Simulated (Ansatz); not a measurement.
[closo-2-(NH3)B5H4]- (B5NH7⁻), relaxed as a singlet with RKS r2SCAN-D4/def2-SVPD in Ansatz, starting from the GFN1-xTB geometry. Force threshold 0.02 eV/Å.

The highest occupied level of the charge -1 singlet lies above zero (up to 0.85 eV). The electron is either unbound and held by the finite basis, or the level is raised by self-interaction error.

Start:

Cartesian coordinates in Å:
```
B -0.014 0.157 0.279
B 0.518 0.138 -1.538
B -1.073 0.186 -0.975
B 1.100 -0.892 -0.312
B -0.462 -1.384 -0.728
N -0.048 0.965 1.746
H 0.817 1.472 1.801
H -0.103 0.252 2.451
H -0.850 1.570 1.749
H 1.070 0.649 -2.468
H -2.111 0.715 -1.236
H 2.135 -1.369 0.043
H -0.979 -2.458 -0.812
```

**Question.** Estimate the energy that the relaxation releases and the steps that it takes.

**Answer.** 42.7 kJ/mol, in 6 steps; 11 s on 4 threads of Intel Xeon on a shared host. No frequencies were taken in this run, so the end may be a saddle point.

**Question.** Does the start keep its bonding?

**Answer.** By distances, no bond broke or formed. The bond that changes most is B1–B2, from 1.89 to 1.76 Å (atoms count from 1).

**Question.** Predict the relaxed structure.

**Answer.** 
```xyz
13

B    -0.0246    0.1476    0.2331
B     0.4912    0.1208   -1.4470
B    -1.1336    0.2228   -0.9799
B     1.1527   -0.8939   -0.2596
B    -0.4352   -1.2949   -0.6852
N    -0.0499    0.9106    1.6396
H     0.8217    1.4311    1.7493
H    -0.0822    0.2103    2.3816
H    -0.8391    1.5511    1.7513
H     1.0341    0.6131   -2.4158
H    -2.1862    0.7515   -1.2679
H     2.2031   -1.3820    0.1001
H    -0.9520   -2.3881   -0.7996
```
Bond lengths: 9 × B–B 1.65 to 1.86 Å; 1 × B–N 1.60 Å; 4 × B–H 1.21 Å; 3 × H–N 1.02 Å.
